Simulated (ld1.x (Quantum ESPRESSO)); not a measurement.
**Before and after: TM potential for Nd (Z = 60)**

```json
{
  "Element": "Nd",
  "Generator": "ld1.x (Quantum ESPRESSO) 7.5",
  "Type": "norm-conserving Troullier–Martins (Kleinman–Bylander form)",
  "Functional": "PBEsol",
  "Relativity": "scalar-relativistic",
  "Frozen core": "[Kr] 4d10 5s2",
  "Valence charge": "12",
  "Reference configuration": "4f4 5p6 5d0 6s0 6p0 (charge +2)",
  "Partial waves": "6s (bound, empty): rc 2.90 bohr; 5p (bound): rc 2.50 bohr; 5d (bound, empty): rc 3.50 bohr; 4f (bound): rc 0.90 bohr",
  "Local potential": "all-electron potential smoothed inside 1.85 bohr (lloc = -1)",
  "Core correction": "Bessel-smoothed model core inside 0.75 bohr"
}
```

Change: wave 6s (bound): rc 2.90 bohr becomes 6s (bound): rc 3.20 bohr.

Cutoffs: the cutoffs (Ry, on a coarse ladder) from which the occupation-weighted sum of valence levels, in a spherical-Bessel basis at the reference potential, stays within 10 and 1 mRy of its value at 400 Ry; they do not see the model core or the augmentation charge, which bear on the density cutoff. Errors are all-electron minus pseudo energies relative to the spin-unpolarised reference configuration.

What does the change do?

Both files keep a bound ghost (s); of the 7 tests that both files solve, the error grows in 1 and shrinks in 2 by more than 15 % and 0.3 meV (median size 59.9 → 59.8 meV).

| quantity | base | changed |
| --- | --- | --- |
| cutoff, loose | over 300 Ry | over 300 Ry |
| cutoff, tight | over 300 Ry | over 300 Ry |
| bound ghosts | s | s |
| error for 4f4 5p6 5d0 6s2 6p0, meV [ΔE -16.51 eV] | +29 | +24 |
| error for 4f4 5p6 5d0 6s1 6p0, meV [ΔE -10.69 eV] | +7.4 | +6.0 |
| error for 4f3 5p6 5d0 6s0 6p0, meV [ΔE 22.49 eV] | -212 | -212 |
| error for 4f4 5p6 5d1 6s0 6p0, meV [ΔE -9.65 eV] | -9.8 | -9.9 |
| error for 4f4 5p5 5d0 6s2 6p0, meV [ΔE 10.35 eV] | -176 | -230 |
| error for 4f5 5p6 5d0 6s0 6p0, meV [ΔE -8.20 eV] | -105 | -105 |
| error for 4f4 5p6 5d0 6s0 6p1, meV [ΔE -7.72 eV] | +60 | +60 |
| s: phases at 3.81 bohr within 0.05 rad from the reference energy up to (Ry; the scan ends near 5) | n/a | n/a |
| p: phases at 3.81 bohr within 0.05 rad from the reference energy up to (Ry; the scan ends near 5) | -0.8 | -0.8 |
| d: phases at 3.81 bohr within 0.05 rad from the reference energy up to (Ry; the scan ends near 5) | 3.9 | 3.9 |
| f: phases at 3.81 bohr within 0.05 rad from the reference energy up to (Ry; the scan ends near 5) | 0.1 | 0.1 |

Changed file: These tests converged, but a pseudo level misses the all-electron one widely, so the file describes the atom poorly there or has found another state: 4f3 5p6 5d0 6s0 6p0: empty 6s by 3.2 eV (a node warning on the way). A true bound ghost makes a file unfit for plane-wave use even where its test errors are small: the radial tests pick states by their node count and pass the ghost by.
